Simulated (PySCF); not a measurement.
C2H3Cl2FSi, SMILES F[Si](C=C)(Cl)Cl. Atoms are numbered in the order given.

```xyz
9

C     -2.7703    -0.2367     0.0000
C     -1.5795    -0.8469     0.0000
Si    -0.0194     0.1215     0.0000
F     -0.3862     1.6931     0.0000
Cl     1.1158    -0.2514     1.6588
Cl     1.1158    -0.2514    -1.6588
H     -2.8562     0.8548     0.0000
H     -3.7082    -0.8020     0.0000
H     -1.5270    -1.9419     0.0000
```
Charge 0, spin multiplicity 1.

Geometry: PBE0-D3(BJ)/def2-SVP. Other conformers were not sampled.

Two levels are set side by side: PBE/pcSseg-1 (PySCF) and PBE0/pcSseg-1 (PySCF). GIAO shifts against CFCl3 (¹⁹F), HCl (³⁵Cl), TMS (²⁹Si), TMS (¹H), TMS (¹³C) at the same level; non-relativistic, no solvent, atoms listed together averaged. Without spin–orbit terms, shifts of atoms bonded to Cl or Br come out too high at both levels. Differences are taken from unrounded values.

```json
[
 {"quantity": "δ(¹³C) of C1 (ppm)", "PBE": "147.6"},
 {"quantity": "δ(¹³C) of C2 (ppm)", "PBE": "138.7"},
 {"quantity": "δ(²⁹Si) of Si3 (ppm)", "PBE": "0.7"},
 {"quantity": "δ(¹⁹F) of F4 (ppm)", "PBE": "-149.2"},
 {"quantity": "δ(³⁵Cl) of Cl5, Cl6 (ppm)", "PBE": "135.1"},
 {"quantity": "δ(¹H) of H7, H8 (ppm)", "PBE": "6.69"},
 {"quantity": "δ(¹H) of H9 (ppm)", "PBE": "6.30"}
]
```

Problem. These are the PBE values. What does PBE0 give? (The exact figures need the calculation; the answer reports its results.)

Solution. 
| quantity | PBE0 | PBE minus PBE0 |
|---|---|---|
| δ(¹³C) of C1 (ppm) | 151.4 | -3.8 |
| δ(¹³C) of C2 (ppm) | 138.6 | 0.2 |
| δ(²⁹Si) of Si3 (ppm) | 0.4 | 0.2 |
| δ(¹⁹F) of F4 (ppm) | -135.6 | -13.6 |
| δ(³⁵Cl) of Cl5, Cl6 (ppm) | 112.2 | 22.9 |
| δ(¹H) of H7, H8 (ppm) | 6.83 | -0.14 |
| δ(¹H) of H9 (ppm) | 6.32 | -0.02 |

Rough cost on one machine, each run with all the roots and properties that it gave: PBE0 against PBE within a factor of 2.
